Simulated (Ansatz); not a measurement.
`C=C(C)[SiH2][SiH3]` + `CN[SiH3]` → `CN([SiH3])[SiH3]` + `C=C(C)[SiH3]` at 700 K and 1 bar (cleavage of the Si–Si bond).

Calculated with Ansatz (gas phase, PBE0-D4/def2-TZVP geometries, no zero-point term in ΔE). CCSD(T)/CBS is the MP2 limit (def2-TZVPP, def2-QZVPP) plus CCSD(T) − MP2 in def2-TZVPP, frozen cores. Each species was taken in one conformer, which may not be the lowest.

| species | CCSD(T)/CBS energy (Eh) | H − E (kJ/mol) | S (J/(mol·K)) |
| --- | --- | --- | --- |
| `C=C(C)[SiH2][SiH3]` | -698.30589 | 396.9 | 540.6 |
| `CN[SiH3]` | -386.04948 | 271.2 | 396.1 |
| `CN([SiH3])[SiH3]` | -676.35037 | 336.0 | 489.3 |
| `C=C(C)[SiH3]` | -408.02495 | 325.4 | 435.8 |

H − E and S are ideal-gas, rigid-rotor, harmonic terms from PBE0-D4/def2-TZVP, for one conformer and one mirror image of each species. 1 Eh = 2625.50 kJ/mol, R = 8.31446 J/(mol·K).

Question: By hand: ΔE, ΔH, ΔS and ΔG.

Answer: ΔE = (-676.35037) + (-408.02495) − (-698.30589) − (-386.04948) = -0.01995 Eh = -52.4 kJ/mol. Δ(H − E) = 336.0 + 325.4 − 396.9 − 271.2 = -6.7, so ΔH = -59.1 kJ/mol. ΔS = 489.3 + 435.8 − 540.6 − 396.1 = -11.6 J/(mol·K). ΔG = -59.1 − 700 × (-11.6)/1000 = -51.0 kJ/mol.

Question: By hand: the equilibrium constant, and the temperature at which ΔG would vanish if ΔH and ΔS stayed fixed.

Answer: log₁₀ K = −ΔG/(RT ln 10) = 3.8. ΔG = 0 at ΔH/ΔS = 5095 K, far beyond where these terms or the molecules hold.

The number of gas molecules stays the same, so ΔS is small and ΔH decides. A doubt of 5 kJ/mol in ΔE shifts log₁₀ K by 0.4 here. Other conformers and mirror images would add mixing entropy, several J/(mol·K) or more a flexible species. Modes under 60 cm⁻¹, often nearly free rotors, make the harmonic entropy too high. These are equilibria of isolated gas molecules and say nothing of rates. Largest T1 diagnostic: 0.012 (customary marks: 0.02 for closed shells, 0.045 for open ones).
